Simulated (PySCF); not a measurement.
CH₃Si, SMILES C[Si] (connectivity only; charge and spin as stated), neutral, multiplicity 2.

Coordinates come from a PBE0-D3(BJ)/def2-TZVP optimisation. The isomer is the one that the SMILES or the coordinates give; other isomers of the formula were not compared.

Calculation: TDA-B3LYP/def2-TZVPD (PySCF).

Vertical excitations. The molecule is in vacuum.

Computed UV-visible absorptions:
| state | energy (eV) | λ (nm) | f | main pairs |
|---|---|---|---|---|
| root 1 | 0.21 | 5911 | 0.000 | α HOMO→LUMO 100 % |
| root 2 | 2.35 | 528 | 0.000 | α HOMO−1→LUMO 44 %, β HOMO→LUMO 54 % |
| root 3 | 3.55 | 349 | 0.013 | α HOMO→LUMO+1 94 % |
| root 4 | 3.58 | 346 | 0.029 | α HOMO−1→LUMO 54 %, β HOMO→LUMO 42 % |
| root 5 | 3.70 | 335 | 0.029 | β HOMO→LUMO+1 91 % |
| root 6 | 4.36 | 284 | 0.043 | α HOMO→LUMO+2 97 % |
| root 7 | 5.27 | 235 | 0.051 | α HOMO→LUMO+3 92 % |
| root 8 | 5.31 | 234 | 0.073 | α HOMO→LUMO+4 93 % |
| root 9 | 5.52 | 224 | 0.057 | α HOMO→LUMO+5 90 % |
| root 10 | 5.80 | 214 | 0.003 | α HOMO−1→LUMO+1 23 %, α HOMO→LUMO+6 11 %, β HOMO→LUMO+2 57 % |
Unrestricted roots are not spin-pure.
